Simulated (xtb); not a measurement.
xtb input:

```bash
xtb mol.xyz --gfn 2 --sp --chrg 0 --uhf 0
```
mol.xyz:
```
5

O     -2.35775735    -0.38801892    -0.44689481
B     -1.23494447     0.00069577    -0.24039824
O     -0.01919353     0.47349117    -0.01841906
B      1.23008676     0.11914067     0.23573654
O      2.37998696    -0.16037002     0.46822743
```

Task: What final total energy does it print?

Result: -14.85749 Eh (GFN2-xTB).
